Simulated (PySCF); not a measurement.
C3H6Cl, doublet, geometry from GFN2-xTB. Base run: TPSS/def2-SVP (PySCF).

Input for PySCF:
```python
from pyscf import gto, scf, dft

mol = gto.Mole()
mol.atom = '''
    C     0.881968   -0.690356   -0.065206
    C     2.334461   -0.222895   -0.008719
    C    -0.045219    0.451333   -0.217277
    H     0.630046   -1.249113    0.840933
    H     0.771878   -1.394276   -0.906128
    H     3.000275   -1.075943    0.092328
    Cl   -1.689305    0.260271    0.153349
    H     2.596858    0.314490   -0.916533
    H     2.487241    0.439355    0.839254
    H     0.204635    1.312395   -0.809565
'''
mol.basis = 'def2-svp'
mol.charge = 0
mol.spin = 1
mol.verbose = 4
mol.build()

mf = dft.UKS(mol)
mf.xc = 'tpss'
mf.kernel()
```

The base run was repeated with changes; each row names its change, and settings that it needs were set with it.

```json
[
 {"change": "base", "ΔE vs base (mEh)": "0.000", "fitting functions": "-", "dipole (D)": "1.35"},
 {"change": "auxbasis = cc-pvtz-ri", "ΔE vs base (mEh)": "-14.337", "fitting functions": "545", "dipole (D)": "1.35"},
 {"change": "auxbasis = cc-pvqz-jkfit", "ΔE vs base (mEh)": "-0.075", "fitting functions": "772", "dipole (D)": "1.35"},
 {"change": "auxbasis = autoaux", "ΔE vs base (mEh)": "-0.065", "fitting functions": "635", "dipole (D)": "1.35"},
 {"change": "auxbasis = even-tempered beta=1.6", "ΔE vs base (mEh)": "-0.003", "fitting functions": "1000", "dipole (D)": "1.35"},
 {"change": "auxbasis = even-tempered beta=3.0", "ΔE vs base (mEh)": "-1.461", "fitting functions": "458", "dipole (D)": "1.35"},
 {"change": "auxbasis = def2-universal-jfit", "ΔE vs base (mEh)": "-0.266", "fitting functions": "264", "dipole (D)": "1.35"},
 {"change": "auxbasis = even-tempered beta=2.0", "ΔE vs base (mEh)": "-0.048", "fitting functions": "671", "dipole (D)": "1.35"},
 {"change": "auxbasis = cc-pvtz-jkfit", "ΔE vs base (mEh)": "-0.126", "fitting functions": "538", "dipole (D)": "1.35"},
 {"change": "auxbasis = def2-universal-jkfit", "ΔE vs base (mEh)": "-0.088", "fitting functions": "461", "dipole (D)": "1.35"}
]
```

A fitting set is made for a task (jfit for Coulomb, jkfit for Coulomb and exchange, ri for correlation) and for a family of orbital bases.

Open shells are given as the SCF converged; they aren't shown to be the lowest states, and a large step between rows can be another state.
